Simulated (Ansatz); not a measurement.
CH7GeN (`C[NH][GeH3]`), relaxed with RKS PBE-D4/def2-SVP in the Gaussian-basis code of Ansatz from a rough embedded geometry. The force threshold is 0.03 eV/Å; the program also tests the step.

Total charge 0; spin multiplicity 1.

Start:

```xyz
10

C    -1.217   -0.128   -0.461
N     0.104   -0.500   -0.754
Ge    1.159    0.027    0.661
H    -1.897   -0.385   -1.292
H    -1.391    0.956   -0.324
H    -1.641   -0.679    0.460
H     0.416    0.082   -1.576
H     2.668   -0.245    0.369
H     0.755   -0.700    2.012
H     1.044    1.572    0.906
```

Question: How much energy does the relaxation release, and in how many steps? (Estimate.)

Answer: Ansatz gave: 27.23 kJ/mol, in 6 steps.

Question: Which bonds change most? (An estimate is asked.)

Answer: Computed: C1–N2 from 1.403 to 1.454 Å; C1–H6 from 1.153 to 1.111 Å; Ge3–H9 from 1.586 to 1.552 Å; N2–H7 from 1.055 to 1.026 Å.

Question: Give the relaxed structure. (An estimate is asked.)

Answer: Ansatz gave: 
```xyz
10

C    -1.325   -0.102   -0.507
N     0.103   -0.335   -0.658
Ge    1.253    0.092    0.734
H    -1.890   -0.606   -1.320
H    -1.644    0.971   -0.500
H    -1.678   -0.549    0.447
H     0.453   -0.016   -1.568
H     2.678   -0.289    0.259
H     0.813   -0.765    1.951
H     1.236    1.599    1.161
```
